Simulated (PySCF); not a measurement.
A small calculation by hand: refractive index and permittivity of the vapour

Bi(F)2(TeH) (BiF₂HTe), SMILES [F][Bi]([F])[TeH].

Coordinates come from a B3LYP-D3(BJ)/def2-SVP optimisation. The def2 effective core potentials stand for the cores of Bi, Te; spin–orbit coupling is left out.

PySCF with HF/def2-TZVP gives a mean static polarisability of 80.0 bohr³ and a dipole moment of 5.07 D. Take an ideal gas at 298.15 K and 0.1 bar, whether or not the substance is that volatile.

Q: Work out n − 1 in the optical limit and the static ε − 1.

A: 
Polarisability volume α' = 80.0 × 0.148185 = 11.85 Å³. Number density N = p/kT = 2.43e-6 Å⁻³.
Dilute limit of Lorentz–Lorenz: n − 1 = 2π N α' = 0.00018.
Orientation term of Debye: μ²/(3kT) = 8.098 Å³ × μ²(D²) = 208.15 Å³.
ε − 1 = 4π N (α' + μ²/3kT) = 0.0067. Orientation of the dipole supplies 95 % of the static response; it can't follow optical fields. Vibrational polarisation and dispersion are left out.
